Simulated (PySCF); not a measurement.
**Static response to an electric field**

Compound: C4H9O2P.
Structure used (GFN2-xTB), in Å, numbered top down from 1:
```xyz
16
C4H9O2P angstrom
C     -2.6203    0.4797    0.2207
C     -1.8000   -0.7984    0.0956
P     -0.3584   -0.5469   -1.0571
C      0.8284    0.1902    0.1484
O      0.5511    0.8842    1.0888
O      2.0580   -0.1206   -0.2539
C      3.1563    0.4197    0.4753
H     -2.0169    1.2678    0.6654
H     -2.9587    0.8131   -0.7588
H     -3.4913    0.3123    0.8513
H     -2.4082   -1.6015   -0.3289
H     -1.4343   -1.1140    1.0758
H      0.1901   -1.8238   -0.9175
H      3.4313   -0.2620    1.2824
H      2.8853    1.3890    0.8966
H      3.9799    0.5201   -0.2281
```

Level: B3LYP/def2-SVPD (PySCF), static field, nuclei fixed, core orbitals frozen in the response. The polarisability tensor in these axes (au):

```
x   104.50   2.48   1.83
y     2.48  72.38   7.14
z     1.83   7.14  75.92
```

Question: Give the principal values, the mean and the anisotropy Δα = √{½[(α1 − α2)² + (α2 − α3)² + (α1 − α3)²]}.

Answer: Principal values 66.77, 81.13 and 104.89 au; mean 84.26 au = 12.49 Å³ = 13.89 × 10⁻⁴⁰ C²·m²/J; Δα = 33.35 au (40 % of the mean).

Question: What is the dipole moment, and where does it point?

Answer: (0.90, -1.11, -0.03) D, 1.43 D in size, pointing from the negative to the positive side. Measured along this direction, the outermost atoms are H9 and H10 at the negative end and H14 at the positive end.

Question: Estimate the molar refractivity from the static electronic polarisability.

Answer: Lorentz–Lorenz: R = (4π/3)N_A α = 2.5225 cm³/(mol·Å³) × 12.49 Å³ = 31.5 cm³/mol, in the limit of long wavelengths.

Question: Directions of the eigenvectors, and the extent of the frame along each?

Answer: Largest value along (0.99, 0.09, 0.09), where the nuclei span 7.34 Å; middle along (-0.13, 0.61, 0.79), 3.39 Å; least along (-0.02, 0.79, -0.61), 2.68 Å. The response follows the extents in order.

Question: Rayleigh depolarisation ratio (linearly polarised light, static tensor)?

Answer: ρ = 3Δα²/(45ᾱ² + 4Δα²) = 3336.3/(319505 + 4448.4) = 0.0103.

Geometry: GFN2-xTB, one conformer, isolated molecule.
